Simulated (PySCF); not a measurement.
Relaxation of singlet IO₂Cl

Computed with PBE0 in PySCF with I def2-TZVP with ECP28, O def2-TZVP, Cl def2-TZVP; scalar-relativistic core potentials, no spin–orbit coupling; density-fitted integrals. A (50,194) grid was used.

A hand-made trigonal planar start, of C2v symmetry, held to at least that symmetry:

```xyz
4
charge 0 multiplicity 1, angstrom
I    -0.2650    0.0000    0.0000
O    -1.1950    1.6108    0.0000
O    -1.1950   -1.6108    0.0000
Cl    2.0550    0.0000    0.0000
```

Optimiser trace:
| step | E − E(last) (kJ/mol) | largest gradient (Eh/bohr) |
| --- | --- | --- |
| 0 | 65.62 | 0.08320 |
| 1 | 18.94 | 0.02253 |
| 2 | 1.98 | 0.00635 |
| 3 | 0.07 | 0.00309 |
| 4 | 0.01 | 0.00058 |
| 5 | 0.00 | 0.00034 |
| 6 | 0.00 | 0.00004 |

It ends at C2v with I–Cl 2.628 Å, I–O 1.773 Å (×2); Cl–I–O 126.4° (×2), O–I–O 107.2° (after a last refinement on a finer grid). A frequency run shows 2 imaginary modes, down to 367i cm⁻¹, so it is a higher-order saddle point. Other isomers or separated fragments may lie lower.

The relaxation took about 2.4 core-minutes on a shared host.
